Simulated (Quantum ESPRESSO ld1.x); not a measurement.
I3+, 50 electrons, occupied as [Kr] 4d10 5s2 5p2. All-electron calculation, Dirac Kohn-Sham, revPBE, spin-unpolarised, spherical densities, point nucleus; open shells fill j = l - 1/2 first. Program: ld1.x of Quantum ESPRESSO 7.5.

Unscreened Slater integrals over Kohn-Sham orbitals (eV). Large and small components are both included. Empty in this configuration: 4f5/2, 4f7/2, 6p1/2, 6p3/2, 6s1/2.

integral,value
"F0(4f7/2,4f7/2)",9.6057
"F2(4f7/2,4f7/2)",4.1358
"F4(4f7/2,4f7/2)",2.5261
"F6(4f7/2,4f7/2)",1.8000
"F0(4f7/2,4f5/2)",9.6371
"F2(4f7/2,4f5/2)",4.1457
"F4(4f7/2,4f5/2)",2.5314
"G2(4f7/2,4f5/2)",4.1445
"G4(4f7/2,4f5/2)",2.5308
"G6(4f7/2,4f5/2)",1.8032
"F0(4f7/2,6p3/2)",6.3656
"F2(4f7/2,6p3/2)",2.2902
"G2(4f7/2,6p3/2)",1.1238
"G4(4f7/2,6p3/2)",0.93011
"F0(4f7/2,6p1/2)",6.4760
"G4(4f7/2,6p1/2)",0.98754
"F0(4f7/2,6s1/2)",7.0939
"G3(4f7/2,6s1/2)",1.4621
"F0(4f5/2,4f5/2)",9.6688
"F2(4f5/2,4f5/2)",4.1559
"F4(4f5/2,4f5/2)",2.5370
"F0(4f5/2,6p3/2)",6.3733
"F2(4f5/2,6p3/2)",2.2812
"G2(4f5/2,6p3/2)",1.1131
"G4(4f5/2,6p3/2)",0.92249
"F0(4f5/2,6p1/2)",6.4842
"G2(4f5/2,6p1/2)",1.1958
"F0(4f5/2,6s1/2)",7.1042
"G3(4f5/2,6s1/2)",1.4505
"F0(6p3/2,6p3/2)",5.3539
"F2(6p3/2,6p3/2)",2.9209
"F0(6p3/2,6p1/2)",5.4129
"G2(6p3/2,6p1/2)",2.9442
"F0(6p3/2,6s1/2)",5.7039
"G1(6p3/2,6s1/2)",3.5666
"F0(6p1/2,6p1/2)",5.4750
"F0(6p1/2,6s1/2)",5.7827
"G1(6p1/2,6s1/2)",3.7656
"F0(6s1/2,6s1/2)",6.1835
